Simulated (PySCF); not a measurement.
# Kr²⁺ (krypton, charge +2): revPBE calculation

Configuration: [Ar] 3d10 4s2 4p4, high-spin 3P determinant. Computed with PySCF 2.14 in def2-QZVPPD (12s8p5d4f1g, 98 functions), with no relativity, point nucleus.

```json
{
 "Total energy": "-2752.175 hartree",
 "One-electron energy": "-3797.103 hartree",
 "Hartree (Coulomb) energy": "1139.500 hartree",
 "Exchange-correlation energy": "-94.572 hartree",
 "Kinetic energy": "2748.11107 hartree",
 "⟨S²⟩": "2.0026",
 "⟨L²⟩": "2.014",
 "Sum of ⟨r⟩": "21.33 bohr",
 "Sum of ⟨r²⟩": "25.98 bohr²",
 "Traceless quadrupole moment −½Σ⟨3z² − r²⟩ along its main axis": "-1.26 e·bohr²",
 "Density at the nucleus (Gaussians lack the cusp)": "32100 bohr⁻³",
 "Spin density at the nucleus": "-0.600 bohr⁻³",
 "Langevin diamagnetic susceptibility": "-20.6 ×10⁻⁶ cm³/mol"
}
```

```csv
shell,electrons,mean orbital energy (eV),spread (eV),"rms radius, mean of both spins (bohr)"
1s α,1,-13928.2,0,0.0491
1s β,1,-13928.0,0,0.0491
2s α,1,-1832.9,0,0.204
2s β,1,-1832.8,0,0.204
2p α,3,-1660.6,0.302,0.179
2p β,3,-1660.4,0.175,0.179
3s α,1,-279.85,0,0.580
3s β,1,-279.64,0,0.580
3p α,3,-218.56,0.767,0.589
3p β,3,-218.32,0.565,0.589
3d α,5,-108.74,0.754,0.612
3d β,5,-108.45,0.516,0.612
4s α,1,-45.921,0,1.63
4s β,1,-43.555,0,1.63
4p α,3,-31.807,1.610,1.86
4p β,1,-29.825,0,1.86
```
